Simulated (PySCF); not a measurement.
Mn (manganese, neutral) across methods

[Ar] 3d4 4s2 4p1, one real determinant (an excited configuration). Calculation: PySCF 2.14, in def2-TZVPPD (6s6p4d2f1g, 67 functions); the non-relativistic Hamiltonian (point nucleus).

| method | E (hartree) | mean ε 4s α (eV) | mean ε 4s β (eV) | mean ε 4p α (eV) | Σ⟨r²⟩ (bohr²) | ⟨S²⟩ |
| --- | --- | --- | --- | --- | --- | --- |
| UHF | -1149.55034 | -10.603 | -8.090 | -5.546 | 50.22 | 8.825 |
| LDA | -1148.259 | -7.649 | -6.349 | -3.114 | 48.26 | 8.756 |
| r2SCAN0 | -1150.611 | -8.592 | -6.941 | -4.033 | 48.50 | 8.768 |
| PBE | -1150.392 | -7.482 | -6.163 | -3.121 | 48.56 | 8.757 |
| M06-2X | -1150.640 | -8.998 | -7.799 | -4.388 | 48.50 | 8.765 |
| TPSSh | -1150.660 | -7.963 | -6.359 | -3.542 | 48.28 | 8.760 |
| PBE0 | -1150.438 | -8.425 | -6.885 | -3.887 | 48.50 | 8.759 |
| revPBE | -1150.533 | -7.435 | -6.099 | -3.122 | 48.63 | 8.758 |

(1) Estimate the same row for r2SCAN.

⟨L²⟩ = 8.17 against 12 for a pure F term, so this real determinant mixes terms. ⟨S²⟩ = 8.83 against 8.75 shows spin contamination.

## Answers

(1) E (hartree) = -1150.617; mean ε 4s α (eV) = -7.723; mean ε 4s β (eV) = -6.226; mean ε 4p α (eV) = -3.346; Σ⟨r²⟩ (bohr²) = 48.42; ⟨S²⟩ = 8.766.
